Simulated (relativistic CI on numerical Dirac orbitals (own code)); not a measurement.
Calculated at this level of theory: Dirac-Coulomb-Breit CI, KLI orbitals optimised for each configuration, model QED, unscaled Slater integrals (own radial code, finite nucleus).

Configurations in the expansion (outside the closed core [Ne]): 3s2.3p6.3d8, 3s2.3p5.3d9, 3s2.3p4.3d10, 3s.3p6.3d9, 3p6.3d10, 3s.3p5.3d10, 3s2.3p6.3d7.4s, 3s2.3p6.3d7.4p, 3s2.3p6.3d7.4d, 3s2.3p6.3d7.4f, 3s2.3p4.3d9.4s, 3s2.3p5.3d8.4s, 3s2.3p6.3d6.4s2, 3s2.3p4.3d9.4p, 3s2.3p6.3d6.4s.4p, 3s2.3p5.3d8.4p, 3s2.3p6.3d7.5s, 3s2.3p6.3d6.4p2, 3s2.3p4.3d9.4d, 3s2.3p6.3d7.5p, 3s.3p5.3d9.4s, 3s2.3p6.3d6.4s.4d, 3s2.3p5.3d8.4d, 3s2.3p6.3d7.5d, 3s.3p5.3d9.4p, 3s.3p6.3d8.4s, 3s2.3p6.3d6.4p.4d, 3s2.3p6.3d7.5f, 3s2.3p5.3d7.4s2, 3s2.3p6.3d7.5g, 3s.3p6.3d8.4p, 3s.3p5.3d9.4d, 3s2.3p5.3d8.4f, 3s2.3p6.3d6.4d2, 3p6.3d9.4s, 3s2.3p6.3d7.6s. Levels of other configurations are missing.

At this charge energies of transitions that change n are usually good to better than 1 %, and those within a shell (Δn = 0) to a few per cent. Terms inside the open d or f shell come out 10 to 20 % too wide with unscaled integrals.

Outline of the computed level scheme of Ag XXII. Lowest level of each configuration: 3s2.3p6.3d8 3F_4 at 0.000 eV; 3s2.3p5.3d9 3F°_4 at 193.073 eV; 3s.3p6.3d9 3D_3 at 345.896 eV; 3s2.3p6.3d7.4s 5F_5 at 397.561 eV; 3s2.3p4.3d10 3P_2 at 405.286 eV.

Some strong electric-dipole decays among the lowest 45 levels: 3s2.3p5.3d9 1F°_3 → 3s2.3p6.3d8 1G_4 (9.7e+11 s⁻¹); 3s2.3p4.3d10 3P_2 → 3s2.3p5.3d9 3D°_3 (4.6e+11 s⁻¹); 3s2.3p5.3d9 3P°_0 → 3s2.3p6.3d8 3P_1 (4.1e+11 s⁻¹); 3s2.3p5.3d9 3D°_1 → 3s2.3p6.3d8 1D_2 (3.6e+11 s⁻¹); 3s2.3p5.3d9 3D°_2 → 3s2.3p6.3d8 3F_3 (3.4e+11 s⁻¹); 3s2.3p5.3d9 3F°_3 → 3s2.3p6.3d8 3F_4 (3.4e+11 s⁻¹); 3s2.3p5.3d9 3P°_2 → 3s2.3p6.3d8 3F_3 (2.9e+11 s⁻¹); 3s2.3p5.3d9 3D°_3 → 3s2.3p6.3d8 3F_4 (2.6e+11 s⁻¹).

LS names give the leading component of a level, which can be under half, so a name can repeat, a term be missing and a line seem to break the LS rules.
